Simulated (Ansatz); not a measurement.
C$_{4}$H$_{10}$O$_{2}$, triplet, at the geometry of the source list (a higher spin typed on purpose: for a closed-shell molecule this is an excited state); B3LYP/6-31G* run with Ansatz (a program for electronic structure).

Input for Ansatz:
Ansatz 0.2 input:
```yaml
crystal:
  periodic: [false, false, false]
  atoms:
    - {symbol: C, position_ang: [2.71370000, 0.69860000, -0.02800000]}
    - {symbol: O, position_ang: [1.44120000, 0.34540000, 0.44290000]}
    - {symbol: C, position_ang: [0.72900000, -0.46100000, -0.46200000]}
    - {symbol: C, position_ang: [-0.67420000, -0.70520000, 0.07440000]}
    - {symbol: O, position_ang: [-1.47700000, 0.41840000, -0.18900000]}
    - {symbol: C, position_ang: [-2.76110000, 0.31140000, 0.36370000]}
    - {symbol: H, position_ang: [3.33360000, -0.19090000, -0.20480000]}
    - {symbol: H, position_ang: [3.17080000, 1.31310000, 0.74430000]}
    - {symbol: H, position_ang: [2.65050000, 1.27010000, -0.96250000]}
    - {symbol: H, position_ang: [1.24560000, -1.42710000, -0.59160000]}
    - {symbol: H, position_ang: [0.65550000, 0.03230000, -1.44200000]}
    - {symbol: H, position_ang: [-1.10360000, -1.59660000, -0.41340000]}
    - {symbol: H, position_ang: [-0.61520000, -0.89110000, 1.15660000]}
    - {symbol: H, position_ang: [-3.29860000, -0.55590000, -0.04340000]}
    - {symbol: H, position_ang: [-2.72020000, 0.21420000, 1.45580000]}
    - {symbol: H, position_ang: [-3.28990000, 1.22420000, 0.09910000]}
basis:
  gaussian:
    orbitals: 6-31G*
hamiltonian:
  xc: b3lyp
magnetization: {spin_polarized: true, initial_magnetization: 2}
```

What the program printed (banner, timings and long lists left out):

```
Functional definition: B3LYP
1154 factors; integrals over basis functions are off by at most 6.8e-4 eV
mean field evaluation 1: about -8389.3342 eV, gradient 3.7e1 eV
mean field evaluation 2: about -8386.8601 eV, gradient 4.4e1 eV
mean field evaluation 4: about -8395.7680 eV, gradient 5.0e0 eV
mean field evaluation 8: about -8396.2865 eV, gradient 9.6e-1 eV
mean field evaluation 16: about -8396.2948 eV, gradient 9.4e-3 eV
mean field evaluation 32: about -8396.4162 eV, gradient 2.7e-5 eV
mean field evaluation 64: about -8396.2900 eV, gradient 5.5e-1 eV
mean field -8396.41629420 eV, -308.5626075165 hartree, gradient 1.7e-5 eV, S^2 2.004252; 10 other end points of the search recorded, 0 dependent functions left out
reference -8396.41655750 eV, -308.5626171924 hartree; 26, 24 occupied and 84, 86 virtual orbitals, 1154 factors
Total energy: -8396.41655750 eV, -308.5626171924 hartree
```
